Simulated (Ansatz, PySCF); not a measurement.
Molecule: SnCl$_{4}$ (charge -1, doublet). 
Structure (B3LYP-D3(BJ)/def2-TZVP (Ansatz, a quantum-chemistry and plane-wave program) minimum search):
```xyz
5

Cl     0.3534    -1.9151     1.5827
Sn     0.0000     0.0000     0.0000
Cl    -0.3741     2.1084     1.3084
Cl    -2.0060    -0.4606    -1.4357
Cl     2.0267     0.2673    -1.4554
```
Charge -1, spin multiplicity 2.

Total electronic energies in hartree. Valence correlation only, unless marked. Open shells are spin-unrestricted. No spin-orbit coupling. The frozen core is the preceding noble-gas configuration, with the filled d and f shells of earlier blocks. In def2 rows, elements after Kr have scalar-relativistic effective core potentials. STO-3G rows are all-electron and non-relativistic. Basis-set limits of correlation are two-point, X^-3; Hartree-Fock from the larger set. [CCSD(T)-MP2]/basis is that difference in the basis named.

```tsv
level	program	energy (Eh)
HF/def2-TZVPPD	Ansatz	-2051.65090
HF/def2-QZVPP	Ansatz	-2051.70232
RI-HF/def2-QZVPPD	Ansatz	-2051.70260
SVWN5/def2-TZVPD	PySCF	-2049.19670
B3LYP/def2-TZVPD	Ansatz	(withheld)
BHLYP-D3(BJ)/def2-TZVPD	Ansatz + dftd3	(withheld)
TPSSh-D3(BJ)/def2-TZVPD	PySCF + dftd3	-2055.43111
r2SCANh/def2-TZVPD	Ansatz	-2055.38082
CAM-B3LYP/def2-TZVPD	Ansatz	-2055.47510
B2PLYP-D3(BJ)/def2-TZVPD	Ansatz + dftd3	-2054.64662
RI-MP2/def2-QZVPPD	Ansatz	-2052.65418
SCS-MP2/STO-3G	Ansatz	-7781.83951
SCS-MP2/def2-SVPD	Ansatz	-2051.69290
CCSD/def2-SVP	Ansatz	-2051.64835
RI-MP2/CBS(def2-TZVPPD,def2-QZVPPD)+[CCSD(T)-MP2]/def2-TZVPPD	Ansatz	-2052.8205
```

### Question
Some entries are withheld; supply them.

### Answer

- B3LYP/def2-TZVPD, energy (Eh): -2055.57295
- BHLYP-D3(BJ)/def2-TZVPD, energy (Eh): -2055.37403
